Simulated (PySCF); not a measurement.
An element was calculated at r2SCAN (PySCF 2.14, spin-free X2C, a triple-zeta basis, no spin-orbit coupling), in the ground configurations that NIST lists.

```
first ionisation energy  : 5.813 eV
second ionisation energy : 13.744 eV
third ionisation energy  : 20.851 eV
```

Problem. Which element is it?

Solution. Lutetium (Lu, Z = 71), in ANO-RCC-VTZP. NIST lists 5.426, 14.13 ± 0.05, 20.959 eV for these ionisation energies.
